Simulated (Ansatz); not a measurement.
Born–Oppenheimer molecular dynamics of GaH6NO (9 atoms, charge 0, multiplicity 1). It starts at the highest image of a converged band. Of that band: Neighbouring images differ by up to 1.4 eV, so the band resolves the path poorly. A vibrational analysis at the climbing image gives one clearly imaginary mode, 1102i cm⁻¹: a first-order saddle point.

These are results of RKS PBE/def2-SVP (Ansatz), not measurements.

| Property | Result |
| --- | --- |
| ensemble | NVE (velocity Verlet) |
| time step | 0.5 fs |
| steps asked | 200 |
| starting velocities drawn for | 300 K |
| seed | 7784 |

First frame:

```xyz
9
Properties=species:S:1:pos:R:3
Ga -0.079 0.324 -0.004
H -0.064 -0.036 1.869
H 1.272 -0.199 -0.610
O -1.746 -0.063 -0.607
H -1.787 -0.916 -1.074
N -0.217 2.079 0.881
H -1.134 2.539 0.812
H 0.526 2.782 0.788
H -0.126 0.956 1.787
```

(1) How far do the bonds stretch over the last three quarters of this one trajectory? (Pairs bonded in most of those frames.)

Results:

(1) 
```json
{"bond": "Ga1–H3", "mean (Å)": "1.579", "spread (Å)": "0.005", "shortest": "1.57", "longest": "1.59"}
{"bond": "Ga1–O4", "mean (Å)": "1.810", "spread (Å)": "0.005", "shortest": "1.80", "longest": "1.82"}
{"bond": "Ga1–N6", "mean (Å)": "1.826", "spread (Å)": "0.033", "shortest": "1.77", "longest": "1.87"}
{"bond": "H2–H9", "mean (Å)": "0.771", "spread (Å)": "0.021", "shortest": "0.74", "longest": "0.81"}
{"bond": "O4–H5", "mean (Å)": "0.976", "spread (Å)": "0.018", "shortest": "0.95", "longest": "1.00"}
{"bond": "N6–H7", "mean (Å)": "1.026", "spread (Å)": "0.025", "shortest": "0.99", "longest": "1.07"}
{"bond": "N6–H8", "mean (Å)": "1.026", "spread (Å)": "0.022", "shortest": "0.99", "longest": "1.06"}
```

Mean temperature of the second half: 872 K. The conserved energy stayed within 0.25 meV per atom of its start (net change 0.2 meV per atom), so the integration is sound. The kinetic energy rose, since the run started high on the potential surface and went downhill. It ends in pieces (GaH4NO + H2), so much of that is their flight and rotation, not heat. A run of 0.1 ps of so small a system gives no equilibrium averages. The orbitals stay closed-shell, which can raise the energy where a bond breaks towards radicals; this wasn't checked here.

Time of the run: 4 min on 2 threads of Arm Neoverse V2 (shared host), peak memory 0.12 GiB.
